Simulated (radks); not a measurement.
Te IV, 49 electrons, occupied as [Kr] 4d10 5s2 5d1 (not the ground configuration).

Calculated with a radial shooting solver on a logarithmic mesh with Libxc functionals: scalar-relativistic Kohn-Sham, PBE, spin-polarised, spherical densities, point nucleus; open shells are filled with parallel spins first (spin-orbit coupling, left out, can overturn this in heavy ions).

Energy parts (eV):
total: -184818.991
kinetic: 193653.378
electron-nucleus: -445461.191
Hartree: 71737.529
exchange-correlation: -4748.708

Orbitals (lengths in bohr, moments of r in powers of bohr; r(max) is where P^2 peaks):
| orbital | occ. | eigenvalue (eV) | <r^2> | <1/r> | r(max) |
|---|---|---|---|---|---|
| 1s up | 1 | -31663.79 | 0.001048 | 55.58 | 0.01794 |
| 1s down | 1 | -31663.79 | 0.001048 | 55.58 | 0.01794 |
| 2s up | 1 | -4884.374 | 0.01694 | 12.72 | 0.1013 |
| 2s down | 1 | -4884.347 | 0.01694 | 12.72 | 0.1013 |
| 2p up | 3 | -4388.069 | 0.01340 | 12.19 | 0.08123 |
| 2p down | 3 | -4388.048 | 0.01340 | 12.19 | 0.08123 |
| 3s up | 1 | -999.1248 | 0.1186 | 4.545 | 0.2926 |
| 3s down | 1 | -999.1124 | 0.1186 | 4.545 | 0.2926 |
| 3p up | 3 | -837.8030 | 0.1189 | 4.323 | 0.2863 |
| 3p down | 3 | -837.7886 | 0.1189 | 4.323 | 0.2863 |
| 3d up | 5 | -593.9390 | 0.1043 | 4.088 | 0.2379 |
| 3d down | 5 | -593.9162 | 0.1043 | 4.088 | 0.2379 |
| 4s up | 1 | -198.0095 | 0.6598 | 1.823 | 0.7009 |
| 4s down | 1 | -197.9529 | 0.6598 | 1.822 | 0.7009 |
| 4p up | 3 | -147.9896 | 0.7662 | 1.665 | 0.7378 |
| 4p down | 3 | -147.9355 | 0.7661 | 1.665 | 0.7379 |
| 4d up | 5 | -75.0115 | 1.084 | 1.377 | 0.8098 |
| 4d down | 5 | -74.9391 | 1.081 | 1.378 | 0.8098 |
| 5s up | 1 | -44.7855 | 4.084 | 0.6820 | 1.719 |
| 5s down | 1 | -44.1856 | 4.023 | 0.6885 | 1.709 |
| 5d up | 1 | -19.4568 | 10.37 | 0.4197 | 2.690 |
| 5d down | 0 | -18.4123 | 10.16 | 0.4245 | 2.678 |

The highest occupied level is 5d up at -19.457 eV. Spin moment in Bohr magnetons: 1. The density falls to 0.001 e/bohr^3 at r = 4.07 bohr. Summed over all electrons, <r^2> = 37.33 bohr^2, which gives a Langevin (diamagnetic) susceptibility term of -29.6 x 10^-6 cm^3/mol.
